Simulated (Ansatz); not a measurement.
C$_{2}$H$_{7}$GaN$_{2}$, SMILES `N=[CH][GaH][CH2]N`. The species carries charge 0 and has multiplicity 1.

```xyz
12

N    -1.9151    0.1429   -1.7574
C    -1.1236   -0.8522   -1.6819
Ga   -0.0263   -0.8599   -0.0188
C     0.8573    0.8168    0.5870
N     1.3626    0.8895    1.9583
H    -2.5192    0.0961   -2.5834
H    -1.1224   -1.6425   -2.4501
H     0.0397   -2.1754    0.8573
H     0.1454    1.6325    0.4251
H     1.6796    1.0389   -0.1027
H     2.0141    0.1369    2.1429
H     0.6081    0.7763    2.6235
```

Problem. What are the harmonic wavenumbers in cm⁻¹ at PBE0-D4/def2-TZVP (Ansatz, finite differences of forces, unscaled)? (Best estimate.)

Solution. The calculation gave: 33, 38, 78, 173, 191, 281, 372, 487, 548, 596, 639, 681, 871, 1061, 1088, 1155, 1185, 1229, 1373, 1393, 1438, 1651, 1660, 1913, 2962, 3038, 3083, 3391, 3525, 3604.

Problem. Is this a minimum?

Solution. Yes, all 30 modes are real.

Problem. Give the ideal-gas thermochemistry at 298.15 K and 1 bar (rigid rotor, harmonic oscillator; point group C1, symmetry number 1).

Solution. Zero-point energy 237.7 kJ/mol; H(298) − E = 262.1 kJ/mol; entropy 388.1 J/(mol·K), of which translation 169.4, rotation 113.8, vibration 104.8; G(298) − E = 146.4 kJ/mol. Modes under 100 cm⁻¹ are hindered rotations or soft bends, so the harmonic entropy is rough.

Problem. And at 400, 500, 600, 800 and 1000 K?

Solution. 
```csv
T (K),H − E (kJ/mol),S (J/mol/K),G − E (kJ/mol)
400,275.3,426.0,104.9
500,290.2,459.2,60.6
600,306.8,489.4,13.1
800,343.9,542.7,-90.2
1000,385.1,588.6,-203.5
```
